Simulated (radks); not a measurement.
The numbers below are computed, except where a source is named.
Charge is removed step by step from the 4s down level of the xenon ion Xe7+, starting from [Ar] 3d10 4s(up 1, down 1) 4p6 4d10 5s1. Level of theory: scalar-relativistic Kohn-Sham, r2SCAN, spin-polarised, spherical densities, finite nucleus; open shells are filled with parallel spins first (spin-orbit coupling, left out, can overturn this in heavy ions); meta-GGA in the generalised Kohn-Sham scheme; Fermi nuclear charge, rms radius 4.7859 fm (a radial shooting solver on a logarithmic mesh with Libxc functionals).

removed (e)  E - E(0) (eV)  eigenvalue (eV)  E minus straight line (eV)
0                    0.000          -294.37                       0.000
0.25                74.368          -300.85                      -2.441
0.5                 150.36          -307.36                      -3.259
0.75                227.98          -313.89                      -2.447
1                   307.23          -320.45                       0.000

Removing the whole electron costs 307.23 eV by Delta-SCF, against 294.37 eV from minus the eigenvalue at the starting occupation. Slater's transition state (half an electron removed) gives 307.36 eV. Integrating minus the eigenvalue over the occupation (Janak's theorem) gives 307.38 eV. In this scalar-relativistic scheme the density is built from large components alone, so the theorem holds only approximately. The mean slope of the eigenvalue, de/dn, is 26.1 eV per electron.
